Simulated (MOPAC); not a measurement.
MOPAC input (MNDO):

```
MNDO 1SCF CHARGE=1 UHF MS=1 GEO-OK AUX(PRECISION=9) THREADS=1
Y

Y     0.00000000 1    0.00000000 1    0.00000000 1
```

From its output:

```
          Parameters for some elements are missing

           Empirical Formula: Y  =     1 atoms

 ******************************************************************************
 *                                                                            *
 *     Error and normal termination messages reported in this calculation     *
 *                                                                            *
 * Parameters for some elements are missing                                   *
 * JOB ENDED NORMALLY                                                         *
 *                                                                            *
 ******************************************************************************

 == MOPAC DONE ==
```

The program refused the input.
